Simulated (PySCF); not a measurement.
C₇H₁₃AuO₂, multiplicity 1. Atoms are numbered in the order given.

```xyz
23

Au     0.0000     0.0000     0.8110
C      0.0000    -1.4248     2.2743
H     -0.8978    -1.3288     2.9004
H      0.8978    -1.3288     2.9004
H      0.0000    -2.3879     1.7446
C      0.0000     1.4248     2.2743
H      0.8978     1.3288     2.9004
H     -0.8978     1.3288     2.9004
H      0.0000     2.3879     1.7446
C      0.0000     2.5041    -2.8308
C      0.0000     1.2625    -1.9680
C      0.0000     0.0000    -2.5942
C      0.0000    -1.2625    -1.9680
C      0.0000    -2.5041    -2.8308
O      0.0000    -1.4937    -0.7172
O      0.0000     1.4937    -0.7172
H      0.0000     2.2796    -3.9052
H     -0.8844     3.1124    -2.5830
H      0.8844     3.1124    -2.5830
H      0.0000     0.0000    -3.6835
H      0.0000    -2.2796    -3.9052
H      0.8844    -3.1124    -2.5830
H     -0.8844    -3.1124    -2.5830
```
Charge 0, spin multiplicity 1.

Geometry: B3LYP-D3(BJ)/def2-SVP. The multiplicity is an assumed one; no other spin state was optimised. The isomer is the one that the SMILES or the coordinates give; other isomers of the formula were not compared. The def2 effective core potentials stand for the cores of Au; spin–orbit coupling is left out. One conformer was computed; it need not be the lowest.

Computed with PySCF with PBE/def2-SVP.

ESP charges are fitted to the potential on shells at 1.4 to 2.0 van der Waals radii. Atomic charges (e):

| atom | Mulliken | ESP fit |
|---|---|---|
| Au1 | 0.26 | 0.42 |
| C2 | -0.22 | -0.57 |
| H3 | 0.07 | 0.16 |
| H4 | 0.07 | 0.16 |
| H5 | 0.08 | 0.16 |
| C6 | -0.22 | -0.57 |
| H7 | 0.07 | 0.16 |
| H8 | 0.07 | 0.16 |
| H9 | 0.08 | 0.16 |
| C10 | 0.02 | -0.59 |
| C11 | (withheld) | 0.70 |
| C12 | (withheld) | -0.76 |
| C13 | (withheld) | 0.70 |
| C14 | 0.02 | -0.59 |
| O15 | -0.30 | -0.44 |
| O16 | -0.30 | -0.44 |
| H17 | (withheld) | 0.16 |
| H18 | (withheld) | 0.17 |
| H19 | (withheld) | 0.17 |
| H20 | (withheld) | 0.20 |
| H21 | (withheld) | 0.16 |
| H22 | (withheld) | 0.17 |
| H23 | (withheld) | 0.17 |

Problem. Complete the blanks. (The exact figures need the calculation; the answer reports its results.)

Solution. 
- C11, Mulliken: 0.08
- C12, Mulliken: -0.11
- C13, Mulliken: 0.08
- H17, Mulliken: 0.02
- H18, Mulliken: 0.05
- H19, Mulliken: 0.05
- H20, Mulliken: -0.02
- H21, Mulliken: 0.02
- H22, Mulliken: 0.05
- H23, Mulliken: 0.05
